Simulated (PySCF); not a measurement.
A calculated (wB97X-V, PySCF 2.14, def2-TZVPPD, no relativity, point nucleus) atom or ion has these occupied shells.

```tsv
shell	electrons	orbital energy (eV)	rms radius, mean of both spins (bohr)
1s α	1	-5867.1	0.0743
1s β	1	-5867.1	0.0743
2s α	1	-673.28	0.321
2s β	1	-671.61	0.321
2p α	3	-572.10	0.289
2p β	3	-570.72	0.289
3s α	1	-82.760	0.980
3s β	1	-77.946	0.980
3p α	3	-54.364	1.06
3p β	3	-49.058	1.06
3d α	5	-9.800	1.74
4p α	1	-4.001	4.90
```

Question: Name the element and its charge.

Answer: Cr (chromium, neutral), in [Ar] 3d5 4p1, high-spin 7P determinant (an excited configuration).
